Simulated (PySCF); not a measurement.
Isomers C4H11BO2:

A. SMILES C(C)COBOC
B. `InChI=1S/C4H11BO2/c1-3-4-7-5(2)6/h6H,3-4H2,1-2H3`
C. SMILES CB(O)OC(C)C
D. SMILES O(CC)BOCC

Spectrum 1. 13C{1H} NMR (computed): δ 68.9 (CH2), 27.6 (CH2), 10.9 (CH3), -4.0 (CH3).

Spectrum 2. 13C{1H} NMR (computed): δ 62.5 (CH2), 19.8 (CH3).

Spectrum 3. 13C{1H} NMR (computed): δ 71.1 (CH2), 50.7 (CH3), 29.8 (CH2), 10.8 (CH3).

Spectrum 4. 13C{1H} NMR (computed): δ 65.3 (CH), 25.4 (CH3), -1.1 (CH3).

- shieldings: GIAO PBE0/pcSseg-1
- couplings computed with B3LYP/pcJ-1 (spin–dipole term left out of most H,H and C,H couplings)
- PBE0-D3(BJ)/def2-SVP structure
- code: PySCF
- non-relativistic Hamiltonian, rapidly exchanging positions averaged, a single conformation, no solvent

References, each an isolated molecule treated in the same way: 13C (σref 184.41) against TMS. Carbons bonded to boron are broad in practice. Shifts are as computed. Against solution values, carbons near 30 ppm lie about +2 ppm off and those near 130 ppm about +5 ppm. Of 1313 compounds with measured shifts, 239 miss one by over three times the rms of a fit or turn the order of signals round; such compounds aren't used in these exercises.

Task: Which spectrum belongs to which compound?

Result: 1–B, 2–D, 3–A, 4–C.

- Spectrum 1 (B): 4 13C signals; δC 68.9 is an sp3 CH2 bonded to O; δC 27.6 is an sp3 CH2.
- Spectrum 2 (D): 2 13C signals; δC 62.5 is an sp3 CH2 bonded to O; δC 19.8 is a methyl carbon.
- Spectrum 3 (A): 4 13C signals; δC 71.1 is an sp3 CH2 bonded to O; δC 50.7 is a methyl carbon bonded to O.
- Spectrum 4 (C): 3 13C signals; δC 65.3 is an sp3 CH bonded to O; δC 25.4 is a methyl carbon.
